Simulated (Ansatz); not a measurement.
def2 core potentials replace the inner electrons of Sn.

A geometry relaxed with PBE0-D3(BJ)/def2-SVP (Ansatz, a program for electronic structure), charge 0, multiplicity 1:

```xyz
23

H      0.0511    -1.8585     3.4602
F     -3.1218    -1.5517    -2.2658
C     -2.3505    -0.8682    -1.4174
H     -0.7434    -2.2610    -1.5493
H      0.5908     2.8491    -0.6997
H     -0.3911    -0.1982     2.9740
Sn     0.3377    -0.2973    -0.0821
F     -2.7574    -1.1776    -0.1757
H     -0.5590    -0.8200    -2.5885
H     -1.1344     2.4613    -0.9764
C     -0.3367    -1.2463     2.6294
H     -0.6526     3.4393     0.4301
H      3.1368     1.3002     0.2177
H      4.1243     0.2117    -0.7909
O      0.5210    -1.4133     1.5277
C     -0.8962    -1.1744    -1.6056
O      2.1198    -0.1467    -0.9064
O     -0.2398     1.4537     0.6274
F     -2.6104     0.4318    -1.6063
H     -1.3677    -1.5855     2.4153
C     -0.3587     2.5818    -0.1976
C      3.2300     0.2601    -0.1480
H      3.4082    -0.3902     0.7277
```

Q: Write the SMILES of this molecule.

A: `C[O][Sn]([CH2]C(F)(F)F)([O]C)[O]C`
